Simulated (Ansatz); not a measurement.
One change: `BC([SiH3])BCl` becomes `BC([SiH3])Br`.

Ansatz, PBE0-D4/def2-TZVP geometries, multiplicity 1. Each molecule was computed in one conformer, which needn't be the lowest.

Scalar relativity is left out up to krypton.

```tsv
property	`BC([SiH3])BCl`
HOMO–LUMO gap (ωB97M-V/def2-TZVPP) / eV	11.39
HOMO energy (PBE0/def2-TZVPP) / eV	-8.50
LUMO energy (ωB97M-V/def2-TZVPP) / eV	0.61
HOMO–LUMO gap (B3LYP/def2-TZVPP) / eV	6.78
LUMO energy (B3LYP/def2-TZVPP) / eV	-1.48
HOMO–LUMO gap (PBE0/def2-TZVPP) / eV	7.19
```

**Question.** Give the same properties after the change, and the shifts. (Estimate.)

**Answer.** The calculation gave: 
| property | `BC([SiH3])Br` | shift |
| --- | --- | --- |
| HOMO–LUMO gap (ωB97M-V/def2-TZVPP) / eV | 10.02 | -1.37 |
| HOMO energy (PBE0/def2-TZVPP) / eV | -7.76 | 0.74 |
| LUMO energy (ωB97M-V/def2-TZVPP) / eV | 0.04 | -0.57 |
| HOMO–LUMO gap (B3LYP/def2-TZVPP) / eV | 5.43 | -1.35 |
| LUMO energy (B3LYP/def2-TZVPP) / eV | -2.09 | -0.61 |
| HOMO–LUMO gap (PBE0/def2-TZVPP) / eV | 5.88 | -1.31 |

With PBE0 the HOMO rises by 0.74 eV and the LUMO falls by 0.57 eV, so the gap narrows by about 1.31 eV. PBE moves the HOMO by 0.60 eV and ωB97M-V by 0.80 eV.

B3LYP here is the variant with VWN-RPA as its local correlation; programs differ in this.

Spin–orbit coupling is left out; it splits and shifts lone-pair levels of the heavy atoms by tenths of an eV.
